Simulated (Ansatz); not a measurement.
A series at Si: from `[SiH3][SiH2][SiH2][SiH2][GeH3]`, ligands are replaced one by one, each step taking up H₂ and setting free SiH₄; n counts the steps. Ansatz, PBE0-D4/def2-TZVP geometries. Each molecule was computed in one conformer, which needn't be the lowest.

```csv
n,molecule,"HOMO energy, ωB97M-V/def2-TZVPP (eV)"
0,`[SiH3][SiH2][SiH2][SiH2][GeH3]`,-9.82
1,`[SiH3][SiH2][SiH2][GeH3]`,?
2,`[SiH3][SiH2][GeH3]`,-9.95
3,`[SiH3][GeH3]`,-10.34
4,GeH₄,-11.91
```

Problem. By hand: fit a straight line y = ȳ + b (n − n̄) to the 4 given rows and predict n = 1.

Solution. n̄ = 2.250, ȳ = -10.505; Σ(n − n̄)(y − ȳ) = -4.015, Σ(n − n̄)² = 8.750, so b = -0.459 eV a step. Prediction: -10.505 + (-0.459) × (-1.250) = -9.93 eV.

Problem. By hand: compare with the computed value, -9.84 eV, and give the steps along the whole series.

Solution. The line misses by 0.09 eV (computed minus predicted). Steps: -0.02, -0.11, -0.39, -1.57 eV.

One step carries most of the change, so a line is a poor guide. The highest orbital can change its character along such a series. The miss is 4.3 % of the series' range.
